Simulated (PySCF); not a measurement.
Excitation energy of Te by level of theory

Te [Kr] 4d10 5s2 5p4 (3P) → Te [Kr] 4d10 5s1 5p5 (3P), as a difference of total energies. All numbers are calculated (PySCF 2.14, scalar relativity by spin-free X2C-1e, in aug-cc-pwCVTZ-DK3 (10s9p7d4f1g, 109 functions)). Correlated levels: valence: [Kr] 4d10 frozen. The calculations carry no spin-orbit coupling.

| method | excitation energy (cm⁻¹) |
| --- | --- |
| UHF | 80485 |
| MP2 (valence) | 74392 |
| SCS-MP2 (valence) | 73614 |
| CCSD (valence) | 66608 |
| CCSD(T) (valence) | 61353 |

A first-order spin-orbit estimate (lowest level to lowest level, LS coupling) adds -0.026 eV.

The upper state lies above the first ionisation limit, where it may autoionise and the basis confines it.

The coupled-cluster amplitudes are large for the upper state (T1 above 0.03 or a double amplitude above 0.15), so a single reference is strained.
